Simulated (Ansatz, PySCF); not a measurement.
This PySCF input computes a CAM-B3LYP/def2-TZVPD energy:

```python
from pyscf import gto, scf, dft

mol = gto.M(
    atom='''
    In   -0.00000000   -0.00000000   -1.75533115
    I     0.00000000    0.00000000    1.62285333
    ''',
    basis='def2-tzvpd',
    ecp='def2-tzvp',
    charge=1,
    spin=1,
    symmetry='C2v',
    verbose=4,
)

mf = dft.UKS(mol, xc='camb3lyp').density_fit(auxbasis='def2-universal-jkfit')
mf.grids.level = 3
mf.conv_tol = 1e-9
mf.max_cycle = 100
mf.max_memory = 1500
mf.kernel()
if not mf.converged:
    mf = mf.newton()
    mf.kernel(mf.make_rdm1())
mf.analyze()
```

Task: Write an input for the same energy in Ansatz (a program for electronic structure) and say what it gives.

Result: 
Ansatz 0.2 input:
```yaml
crystal:
  periodic: [false, false, false]
  atoms:
    - {symbol: In, position_ang: [-0.00000000, -0.00000000, -1.75533115]}
    - {symbol: I, position_ang: [0.00000000, 0.00000000, 1.62285333]}
basis:
  gaussian:
    orbitals: def2-TZVPD
hamiltonian:
  xc: {name: CAM-B3LYP}
total_charge: 1
magnetization: {spin_polarized: true, initial_magnetization: 1}
output: {forces: true}
```
It gives -487.58681 Eh, and PySCF -487.57582 Eh, a difference of 10.99 mEh. That is more than fitting and grids explain: the two runs ended on different electronic states or use different definitions.
